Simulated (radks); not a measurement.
Species: the holmium ion Ho2+. Configuration: [Xe] 4f11. All-electron calculation, Dirac Kohn-Sham, Wu-Cohen GGA, spin-unpolarised, spherical densities, finite nucleus; open shells fill j = l - 1/2 first; Fermi nuclear charge, rms radius 5.2022 fm. Program: a radial shooting solver on a logarithmic mesh with Libxc functionals.

Spin-orbit splittings of the eigenvalues, e(l+1/2) - e(l-1/2), with zeta = 2 splitting/(2l+1) and mean radii in bohr:

| shell | occ. | splitting (eV) | zeta (eV) | <r> j=l-1/2 | <r> j=l+1/2 |
|---|---|---|---|---|---|
| 2p | 6 | 857.0 | 571.3 | 0.07290 | 0.08007 |
| 3p | 6 | 179.0 | 119.3 | 0.2191 | 0.2327 |
| 3d | 10 | 39.11 | 15.64 | 0.2054 | 0.2096 |
| 4p | 6 | 40.17 | 26.78 | 0.5286 | 0.5597 |
| 4d | 10 | 7.283 | 2.913 | 0.5904 | 0.6015 |
| 4f | 11 | 0.9788 | 0.2796 | 0.8338 | 0.8524 |
| 5p | 6 | 5.064 | 3.376 | 1.438 | 1.542 |
